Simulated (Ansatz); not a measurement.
`[SiH3]N[SiH2][SiH2]Cl` + HBr → `[SiH3]N[SiH2]Br` + `[SiH3]Cl` at 298.15 K and 1 bar (cleavage of the Si–Si bond).

Calculated with Ansatz (gas phase, PBE0-D4/def2-TZVP geometries, no zero-point term in ΔE). CCSD(T)/CBS adds triple-zeta CCSD(T) − MP2 to the extrapolated MP2 energy (def2 sets, frozen cores). This one scheme is used for every species. For Br outer-core shells are correlated without core-valence functions, which leaves a few kJ/mol of doubt a bond. Scalar relativity is left out up to krypton. One conformer a species, not always the lowest.

```
                species  CCSD(T)/CBS energy (Eh)  H − E (kJ/mol)  S (J/(mol·K))
`[SiH3]N[SiH2][SiH2]Cl`              -1386.61761           231.5          411.2
                    HBr              -2573.91920            24.6          198.6
      `[SiH3]N[SiH2]Br`              -3209.88376           179.3          366.2
             `[SiH3]Cl`               -750.69636            80.1          250.8
```

H − E and S are ideal-gas, rigid-rotor, harmonic terms from PBE0-D4/def2-TZVP, for one conformer and one mirror image of each species. 1 Eh = 2625.50 kJ/mol, R = 8.31446 J/(mol·K).

Task: By hand: ΔE, ΔH, ΔS and ΔG.

Result: ΔE = (-3209.88376) + (-750.69636) − (-1386.61761) − (-2573.91920) = -0.04331 Eh = -113.7 kJ/mol. Δ(H − E) = 179.3 + 80.1 − 231.5 − 24.6 = 3.3, so ΔH = -110.4 kJ/mol. ΔS = 366.2 + 250.8 − 411.2 − 198.6 = 7.2 J/(mol·K). ΔG = -110.4 − 298.15 × (7.2)/1000 = -112.5 kJ/mol.

Task: By hand: the equilibrium constant, and the temperature at which ΔG would vanish if ΔH and ΔS stayed fixed.

Result: log₁₀ K = −ΔG/(RT ln 10) = 19.7. ΔH and −TΔS have one sign here, so there is no such temperature.

The number of gas molecules stays the same, so ΔS is small and ΔH decides. A doubt of 5 kJ/mol in ΔE shifts log₁₀ K by 0.9 here. Other conformers and mirror images would add mixing entropy, several J/(mol·K) or more a flexible species. Modes under 60 cm⁻¹, often nearly free rotors, make the harmonic entropy too high. These are equilibria of isolated gas molecules and say nothing of rates. Largest T1 diagnostic: 0.011 (customary marks: 0.02 for closed shells, 0.045 for open ones).

ΔS is within the doubt of such terms, so its sign, and with it that verdict, could turn.
